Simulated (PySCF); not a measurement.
**Electronic structure of Zr²⁺ (zirconium, charge +2) at the UHF level**

Configuration: [Kr] 4d1 5p1, one real determinant (an excited configuration). Calculation: PySCF 2.14, in ANO-RCC-VTZP; the spin-free X2C one-electron Hamiltonian (Gaussian nucleus).

| Quantity | Value |
| --- | --- |
| Total energy | -3595.198355 hartree |
| One-electron energy | -4936.9859 hartree |
| Hartree (Coulomb) energy | 1454.3505 hartree |
| Exchange energy | -112.5630 hartree |
| ⟨S²⟩ | 2.0027 |
| ⟨L²⟩ | 8.032 |
| Sum of ⟨r⟩ | 25.67 bohr |
| Sum of ⟨r²⟩ | 41.12 bohr² |
| Traceless quadrupole moment −½Σ⟨3z² − r²⟩ along its main axis | -5.56 e·bohr² |
| Langevin diamagnetic susceptibility | -32.6 ×10⁻⁶ cm³/mol |

| shell | electrons | mean orbital energy (hartree) | spread (hartree) | rms radius, mean of both spins (bohr) |
| --- | --- | --- | --- | --- |
| 1s α | 1 | -665.74288 | 0 | 0.0426 |
| 1s β | 1 | -665.74230 | 0 | 0.0426 |
| 2s α | 1 | -95.52699 | 0 | 0.176 |
| 2s β | 1 | -95.52060 | 0 | 0.176 |
| 2p α | 3 | -85.06750 | 0.00078 | 0.157 |
| 2p β | 3 | -85.06070 | 0.00481 | 0.157 |
| 3s α | 1 | -17.41440 | 0 | 0.487 |
| 3s β | 1 | -17.40958 | 0 | 0.487 |
| 3p α | 3 | -13.90299 | 0.00994 | 0.496 |
| 3p β | 3 | -13.89677 | 0.01020 | 0.496 |
| 3d α | 5 | -8.12323 | 0.02951 | 0.495 |
| 3d β | 5 | -8.11255 | 0.01298 | 0.495 |
| 4s α | 1 | -3.23220 | 0 | 1.29 |
| 4s β | 1 | -3.18284 | 0 | 1.29 |
| 4p α | 3 | -2.22056 | 0.03363 | 1.44 |
| 4p β | 3 | -2.15378 | 0.03296 | 1.44 |
| 4d α | 1 | -0.97704 | 0 | 2.04 |
| 5p α | 1 | -0.57619 | 0 | 4.07 |

⟨L²⟩ = 8.03 against 12 for a pure F term, so this real determinant mixes terms.

Densities and radii are taken from the X2C orbitals without a picture-change correction, which distorts them close to the nucleus.

Spin-orbit constants ζ (cm⁻¹) from the X2C one-electron operator on these orbitals: bare nucleus, nucleus screened by l(l+1)(2l+1)/3 electrons, and screened by the Breit-Pauli mean field of the electrons.

| shell | bare | screened nucleus | mean field |
| --- | --- | --- | --- |
| 2p | 470100 | 446600 | n/a |
| 3p | 75590 | 71810 | n/a |
| 3d | 10370 | 7776 | n/a |
| 4p | 9206 | 8746 | n/a |
| 4d | 685.7 | 514.3 | n/a |
| 5p | 912.5 | 866.9 | n/a |

To first order the Landé constant is A = 315.9 cm⁻¹, so the lowest level has J = 2 and lies 0.157 eV below the centre of the term. This holds in LS coupling only.
